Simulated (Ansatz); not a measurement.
Program: Ansatz. Geometries: PBE0-D4/def2-TZVP. ΔE: electronic, gas phase. CBS: MP2 limit from def2 TZ/QZ plus the TZ coupled-cluster correction, frozen cores. This one scheme is used for every species. DFT in def2-TZVPP. HSE06 is defined as in plane-wave codes. For Ge outer-core shells are correlated without core-valence functions, which leaves a few kJ/mol of doubt a bond. Scalar relativity is left out up to krypton. One conformer a species, not always the lowest.

Reaction (formal exchange of groups at the Si–C bond): `C[SiH2][GeH3]` + `[SiH3][SiH2][GeH3]` → `[SiH3][SiH2][GeH2][SiH2][GeH3]` + CH₄

(1) Is it downhill or uphill in electronic energy at CCSD(T)/CBS, and by how much? (Estimate.)

(2) What do these levels give: LDA (SPW92), PBE0-D4, HSE06-D4, revPBE, HF/def2-TZVPP, MP2/def2-TZVPP? (An estimate is asked.)

Largest T1 diagnostic among the species: 0.013.

Results:

(1) Ansatz gave: Downhill: ΔE = -42.2 kJ/mol.

(2) Ansatz gave: LDA (SPW92) -40.6, PBE0-D4 -46.4, HSE06-D4 -46.6, revPBE -35.9, HF/def2-TZVPP -20.3, MP2/def2-TZVPP -42.5 kJ/mol.

In def2-TZVPP, CCSD(T) changes the Hartree–Fock value by −20.6 kJ/mol (the triples alone add −3.6 kJ/mol) and MP2 by −22.2 kJ/mol. Leaving LDA and LC-ωPBE aside and taking each functional with its dispersion term where it has one, the values, not all of them listed here, spread over 14.4 kJ/mol, from PBE-D4 to B2PLYP. The D4 term adds −14.4 kJ/mol with B3LYP and −8.9 kJ/mol with PBE0; it sums over pairs of atoms, weighted by their polarisabilities, and B3LYP, whose exchange is more repulsive, gets the larger term.

B3LYP here is the variant with VWN-RPA as its local correlation; programs differ in this.
